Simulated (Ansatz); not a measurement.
Two isomers of C2H5NSi: A = `C=C1N[SiH2]1`, B = `[SiH3]C1C=N1`.

Computed with Ansatz on PBE0-D4/def2-TZVP structures; ΔE is electronic, products minus reactants. CBS: MP2 limit from def2 TZ/QZ plus the TZ coupled-cluster correction, frozen cores. DFT in def2-TZVPP. B3LYP here is the variant with VWN-RPA as its local correlation; programs differ in this.

Task: Which is lower in electronic energy at CCSD(T)/CBS, and by how much? (An estimate is asked.)

Result: The calculation gave: A, by 75.3 kJ/mol.

Task: Give E(B) − E(A) in kJ/mol with CCSD(T)/def2-SVP, CCSD(T)/def2-TZVPP, B3LYP, B3LYP-D4, HF/def2-TZVPP, PBE-D4, BLYP-D4. (Best estimate.)

Result: Computed: CCSD(T)/def2-SVP 45.5, CCSD(T)/def2-TZVPP 68.0, B3LYP 83.9, B3LYP-D4 84.6, HF/def2-TZVPP 68.3, PBE-D4 85.3, BLYP-D4 82.0. None reverses the order clearly.

Task: Does the order hold for the free energy at 298.15 K (harmonic terms from PBE0-D4)? (An estimate is asked.)

Result: The calculation gave: Yes: G(B) − G(A) = +63.9 kJ/mol.

Largest T1 diagnostic: 0.014.

Leaving LDA and LC-ωPBE aside and taking each functional with its dispersion term where it has one, the values, not all of them listed here, spread over 17.7 kJ/mol, from ωB97X-V to r2SCAN0-D4. LDA lies +23.6 kJ/mol from PBE without D4. From BLYP to BHLYP (50 % exact exchange), in def2-TZVPP and without D4, E(B) − E(A) moves by +3.8 kJ/mol.
